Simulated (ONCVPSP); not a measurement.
What one change does to a pseudopotential (Li, ONCV)

* Element: Li (Z = 3)
* Generator: ONCVPSP 4.0.1
* Type: optimised norm-conserving Vanderbilt (ONCV)
* Functional: PW91
* Relativity: scalar-relativistic
* Frozen core: [He]
* Valence charge: 1
* Reference configuration: 2s0.75 2p0.25
* Partial waves: 2s: rc 2.05 bohr, ncon 3, nbas 7, qcut 2.8 1/bohr, local; 2p: rc 4.00 bohr, ncon 5, nbas 9, qcut 2.5 1/bohr, 1 projector
* Local potential: the s channel
* Core correction: Teter function, fcfact 1.75, rcfact 1.55

Change: s: qcut 3.8.

Cutoffs: the cutoffs (Ha) at which the residual kinetic energy of the hardest occupied pseudo-wave falls to 1 and 0.1 mHa per electron; they do not see the model core or the augmentation charge, which bear on the density cutoff. Errors are all-electron minus pseudo energies relative to the spin-unpolarised reference configuration.

Question: How do hardness, ghosts and transferability respond?

Answer: The potential gets neither clearly harder nor softer (2.2 Ha and 3.5 Ha → 2.4 Ha and 3.6 Ha); the errors of the 3 common tests hardly move; neither file shows a bound ghost.

```tsv
quantity	base	changed
cutoff, loose	2.2 Ha	2.4 Ha
cutoff, tight	3.5 Ha	3.6 Ha
loose cutoff by channel	s 2.2 Ha, p 1.8 Ha	s 2.4 Ha, p 1.8 Ha
bound ghosts	none	none
GHOST(+) flags under 300 eV	none	none
error for 2s1 2p0, meV [ΔE -0.45 eV]	-0.4	-0.3
error for 2s0.5 2p0, meV [ΔE 1.61 eV]	+3.3	+3.3
error for 2s0 2p1, meV [ΔE 1.34 eV]	-3.8	-3.8
s: phases at 2.08 bohr within 0.05 rad from the reference energy up to (Ha; the scan ends near 5)	1.2	1.3
p: phases at 4.07 bohr within 0.05 rad from the reference energy up to (Ha; the scan ends near 5)	0.3	0.3
rms error of d²Exc/dni dnj with the model core, mHa	1.72	1.72
```
